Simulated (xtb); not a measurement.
xtb input:

```bash
xtb mol.xyz --gfn 2 --sp --chrg -1 --uhf 0
```
mol.xyz:
```
3

In     0.62818922     0.31002131     0.21494592
Br    -0.77838622     1.45236822    -1.56851971
Br    -0.10107869    -1.88639804     1.26759542
```

Question: Which total energy does the run end on?

Answer: -9.79126 Eh (GFN2-xTB).

This state (charge -1, singlet) is run at the relaxed geometry of the species with charge 0 and multiplicity 2.
